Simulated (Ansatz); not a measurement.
`[NH2][In]([F])[SH]` + `O[SiH3]` → `[NH2][In]([SH])[O][SiH3]` + H–F  (ligand exchange at the In–F bond)

Program: Ansatz. Geometries: PBE0-D4/def2-TZVP. ΔE: electronic, gas phase. CBS: MP2 limit from def2 TZ/QZ plus the TZ coupled-cluster correction, frozen cores. This one scheme is used for every species. DFT in def2-TZVPP. def2 core potentials past Kr. For In outer-core shells are correlated without core-valence functions, which leaves a few kJ/mol of doubt a bond. Each species was taken in one conformer, which may not be the lowest.

| level | ΔE (kJ/mol) |
| --- | --- |
| B2PLYP | 20.3 |
| PBE | 28.3 |
| r2SCAN | 24.0 |
| PBE0 | 22.9 |
| HF/def2-TZVPP | 23.5 |
| MP2/def2-TZVPP | 4.2 |
| CCSD/def2-TZVPP | 9.5 |
| CCSD(T)/def2-TZVPP | 7.5 |

What does CCSD(T)/CBS give? (Best estimate.)

Ansatz gave: +7.6 kJ/mol. The listed levels differ from it by 12.7, 20.7, 16.4, 15.3, 15.9, -3.4, 1.9, -0.1 kJ/mol.

Largest T1 diagnostic among the species: 0.015.

In def2-TZVPP, CCSD(T) changes the Hartree–Fock value by −16.0 kJ/mol (the triples alone add −2.1 kJ/mol) and MP2 by −19.3 kJ/mol. From PBE to PBE0 (25 % exact exchange), in def2-TZVPP and without D4, ΔE moves by −5.4 kJ/mol.
